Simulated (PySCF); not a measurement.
Numbering as in the mapped SMILES `[CH3:1][CH:2]([CH3:3])[N:4]1[BH:5][CH:6]=[CH:7][CH:8]=[CH:9]1`. Hydrogens are named by the atom that carries them.

PySCF 2.14.0 with density-fitted response routines calculation with NMR shieldings at CAM-B3LYP/pcSseg-1/GIAO and geometry: PBE0-D3(BJ)/def2-SVP; gas phase, a single conformation, one averaged value for each set of equivalent atoms, non-relativistic.

Chemical shifts δ = σref − σ; ¹³C, ¹H vs TMS; ¹⁵N against NH3; ¹¹B against BF3·OEt2, all at this level.

| atoms | nucleus | count | δ (ppm) |
| --- | --- | --- | --- |
| H(C2) | ¹H | 1 | 4.03 |
| C2 | ¹³C | 1 | ? |
| C7 | ¹³C | 1 | 154.5 |
| H(C8) | ¹H | 1 | ? |
| H(B5) | ¹H | 1 | 5.33 |
| C1/C3 | ¹³C | 2 | ? |
| B5 | ¹¹B | 1 | ? |
| H(C1)/H(C3) | ¹H | 6 | ? |
| H(C7) | ¹H | 1 | 7.69 |
| C9 | ¹³C | 1 | 143.0 |
| H(C9) | ¹H | 1 | 7.34 |
| N4 | ¹⁵N | 1 | 222.5 |
| H(C6) | ¹H | 1 | 7.09 |
| C6 | ¹³C | 1 | 141.7 |
| C8 | ¹³C | 1 | 119.2 |

Q: Complete the table.

A: 
- C2: 59.1 ppm, sp3 CH bonded to N; the inductive effect lowers its shielding
- C1/C3: 25.9 ppm, methyl carbon; saturated and bonded to C and H only
- H(C8): 6.45 ppm, hydrogen on a β carbon of an enol-ether or enamine type C=C; olefinic region
- H(C1)/H(C3): 1.37 ppm, hydrogen on a methyl carbon
- B5: 33.1 ppm, boron bonded to C, N, H, in a 6-membered ring

Hydrogens on boron are broadened and split by ¹¹B (spin 3/2, 80 %) and 10B (spin 3). A carbon bonded to boron is broadened by the quadrupolar boron nucleus and is often missing from a measured spectrum. Shifts are as computed, not scaled to solution data. Of 1309 compounds with measured shifts, 239 miss one by over three times the rms of a fit or turn the order of signals round; such compounds aren't used in these exercises. Experimental scales use liquid or dissolved standards, which lie at an offset from isolated NH3 (liquid NH3: subtract about 20 ppm). Unscaled 15N shifts of sp2 nitrogen come out 20 to 40 ppm too high even then.
